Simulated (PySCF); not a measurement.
Input file for PySCF: R-M06-2X/def2-TZVPP on HISSi (SMILES S[Si]I), a point of a torsion scan. Elements past Kr take the def2 small-core potentials; no spin–orbit coupling.

```python
from pyscf import gto, dft

mol = gto.M(
    atom='''
    S    -1.31034338    0.41539470    0.52307568
    Si    0.58624485    0.98697456   -0.39274269
    I     1.68124784    2.10226899    1.54224230
    H    -1.47785482   -0.65442182   -0.24434674
    ''',
    basis='def2-tzvpp',
    ecp={'I': 'def2-tzvpp'},
    charge=0, spin=0, verbose=4, max_memory=1800)
mf = dft.RKS(mol, xc='m062x').density_fit(auxbasis='def2-universal-jkfit')
mf.grids.level = 4
mf.conv_tol = 1e-9
mf.max_cycle = 150
mf.kernel()
mf.dip_moment()
```

It printed:

```
PySCF version 2.14.0

[INPUT] verbose = 4
[INPUT] num. atoms = 4
[INPUT] num. electrons = 56
[INPUT] charge = 0
[INPUT] spin (= nelec alpha-beta = 2S) = 0
[INPUT] symmetry False subgroup None
[INPUT] Mole.unit = angstrom
[INPUT] Symbol           X                Y                Z      unit          X                Y                Z       unit  Magmom
[INPUT]  1 S     -1.310343380000   0.415394700000   0.523075680000 AA   -2.476190117337   0.784982216596   0.988469777621 Bohr   0.0
[INPUT]  2 Si     0.586244850000   0.986974560000  -0.392742690000 AA    1.107842208437   1.865111610313  -0.742176121525 Bohr   0.0
[INPUT]  3 I      1.681247840000   2.102268990000   1.542242300000 AA    3.177097965117   3.972712631266   2.914415564719 Bohr   0.0
[INPUT]  4 H     -1.477854820000  -0.654421820000  -0.244346740000 AA   -2.792740861668  -1.236678009739  -0.461748418030 Bohr   0.0

nuclear repulsion = 199.949860373547
number of shells = 50
number of NR pGTOs = 237
number of NR cGTOs = 148
basis = def2-tzvpp
ecp = {'I': 'def2-tzvpp'}


******** <class 'pyscf.df.df_jk.DFRKS'> ********
method = DFRKS
initial guess = minao
damping factor = 0
level_shift factor = 0
DIIS = <class 'pyscf.scf.diis.CDIIS'>
diis_start_cycle = 1
diis_space = 8
diis_damp = 0
SCF conv_tol = 1e-09
SCF conv_tol_grad = None
SCF max_cycles = 150
direct_scf = False
XC library pyscf.dft.libxc version 7.1.2
    S. Lehtola, C. Steigemann, M. J. T. Oliveira, and M. A. L. Marques,  SoftwareX 7, 1–5 (2018)
XC functionals = m062x
    Y. Zhao and D. G. Truhlar,  Theor. Chem. Acc. 120, 215 (2008)
    Y. Zhao and D. G. Truhlar,  Theor. Chem. Acc. 120, 215 (2008)
radial grids:
    Treutler-Ahlrichs [JCP 102, 346 (1995); DOI:10.1063/1.469408] (M4) radial grids

becke partition: Becke, JCP 88, 2547 (1988); DOI:10.1063/1.454033
pruning grids: <function nwchem_prune>
grids dens level: 4
symmetrized grids: False
atomic radii adjust function: <function treutler_atomic_radii_adjust>
small_rho_cutoff = 0
Set gradient conv threshold to 3.16228e-05
Initial guess from minao.
tot grids = 104904
******** <class 'pyscf.df.df.DF'> ********
auxbasis = def2-universal-jkfit
init E= -943.639699240329
  HOMO = -0.559061743175333  LUMO = -0.446588006774924  gap/eV = 3.06057
cycle= 1 E= -983.895473329745  delta_E= -40.3  |g|= 3.32  |ddm|= 19.2
  HOMO = -0.08707143548722  LUMO = -0.0556245655611051  gap/eV = 0.85571
cycle= 2 E= -979.195015915517  delta_E=  4.7  |g|= 4.09  |ddm|= 12.1
  HOMO = -0.157180203692867  LUMO = -0.0408459255819514  gap/eV = 3.16562
cycle= 3 E= -985.116837079525  delta_E= -5.92  |g|= 1.32  |ddm|= 10.5
  HOMO = -0.255459362245725  LUMO = -0.121666882670258  gap/eV = 3.64068
cycle= 4 E= -985.899271241697  delta_E= -0.782  |g|= 0.409  |ddm|= 2.49
  HOMO = -0.276246220437612  LUMO = -0.0972419323288766  gap/eV = 4.87095
cycle= 5 E= -985.922586184903  delta_E= -0.0233  |g|= 0.227  |ddm|= 0.642
  HOMO = -0.287082237890847  LUMO = -0.0768905809183428  gap/eV = 5.71961
cycle= 6 E= -985.939059943226  delta_E= -0.0165  |g|= 0.0713  |ddm|= 0.283
  HOMO = -0.293968825612862  LUMO = -0.0819816267059031  gap/eV = 5.76847
cycle= 7 E= -985.940586322135  delta_E= -0.00153  |g|= 0.03  |ddm|= 0.104
  HOMO = -0.2932223077167  LUMO = -0.0793618490297492  gap/eV = 5.81944
cycle= 8 E= -985.940790532644  delta_E= -0.000204  |g|= 0.00977  |ddm|= 0.033
  HOMO = -0.293204805367723  LUMO = -0.0794924444247792  gap/eV = 5.81541
cycle= 9 E= -985.940815304417  delta_E= -2.48e-05  |g|= 0.00205  |ddm|= 0.0117
  HOMO = -0.293070336905487  LUMO = -0.0793127485086053  gap/eV = 5.81664
cycle= 10 E= -985.940818303994  delta_E= -3e-06  |g|= 0.00103  |ddm|= 0.00523
  HOMO = -0.293142128550549  LUMO = -0.079406895340659  gap/eV = 5.81603
cycle= 11 E= -985.940818802663  delta_E= -4.99e-07  |g|= 0.000352  |ddm|= 0.00199
  HOMO = -0.293137195210941  LUMO = -0.0793904166883806  gap/eV = 5.81635
cycle= 12 E= -985.9408188684  delta_E= -6.57e-08  |g|= 9.2e-05  |ddm|= 0.000737
  HOMO = -0.293127853433017  LUMO = -0.0793824049674095  gap/eV = 5.81631
cycle= 13 E= -985.94081887341  delta_E= -5.01e-09  |g|= 3.52e-05  |ddm|= 0.000205
  HOMO = -0.293128947834827  LUMO = -0.0793845869060978  gap/eV = 5.81628
cycle= 14 E= -985.940818873846  delta_E= -4.36e-10  |g|= 8.45e-06  |ddm|= 5.15e-05
  HOMO = -0.2931285881309  LUMO = -0.0793848234840557  gap/eV = 5.81626
Extra cycle  E= -985.940818873868  delta_E= -2.23e-11  |g|= 6.74e-06  |ddm|= 1.53e-05
converged SCF energy = -985.940818873868
Dipole moment(X, Y, Z, Debye): -0.41284, -1.06434, -1.43679
```

Self-consistency was reached.

Cost: roughly 18 core-seconds.
